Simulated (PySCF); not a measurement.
# Charge-transfer reorganisation: `C1=CC=C(Br)O1`, C4H3BrO

Molfile (atoms numbered from 1):
```
C4H3BrO
     RDKit          3D

  9  9  0  0  0  0  0  0  0  0999 V2000
    2.9834   -0.1541    0.6120 Br  0  0  0  0  0  0  0  0  0  0  0  0
    1.1502   -0.0206    0.3027 C   0  0  0  0  0  0  0  0  0  0  0  0
    0.3809    1.0058   -0.1322 C   0  0  0  0  0  0  0  0  0  0  0  0
   -0.9545    0.4884   -0.1644 C   0  0  0  0  0  0  0  0  0  0  0  0
   -0.8749   -0.7973    0.2516 C   0  0  0  0  0  0  0  0  0  0  0  0
    0.4142   -1.1249    0.5425 O   0  0  0  0  0  0  0  0  0  0  0  0
    0.7175    1.9966   -0.3949 H   0  0  0  0  0  0  0  0  0  0  0  0
   -1.8496    1.0155   -0.4603 H   0  0  0  0  0  0  0  0  0  0  0  0
   -1.5971   -1.5855    0.3931 H   0  0  0  0  0  0  0  0  0  0  0  0
  1  2  1  0
  2  3  2  0
  3  4  1  0
  4  5  2  0
  5  6  1  0
  6  2  1  0
  3  7  1  0
  4  8  1  0
  5  9  1  0
M  END
```

The calculation used PySCF 2.14.0, UKS CAM-B3LYP/6-31G* four-point reorganisation energy, gas phase. Geometry: CAM-B3LYP/6-31G*.

The calculation is non-relativistic, which matters for the atoms heavier than Zn.

Task: What is the inner reorganisation energy for hole transfer, with the ionisation energy?

Result: λ = 0.218 (surface of the oxidised species) + 0.217 (surface of the starting species) = 0.435 eV. The ionisation energy is 8.58 eV vertical and 8.36 eV adiabatic without zero-point energy; at the relaxed geometry of the oxidised species the two energies differ by 8.14 eV. Largest bond changes: Br1–C2 1.864 → 1.800 Å, C2–C3 1.354 → 1.415 Å, C3–C4 1.433 → 1.380 Å, C4–C5 1.354 → 1.401 Å, C5–O6 1.361 → 1.343 Å. ⟨S²⟩ of the relaxed oxidised species 0.764.
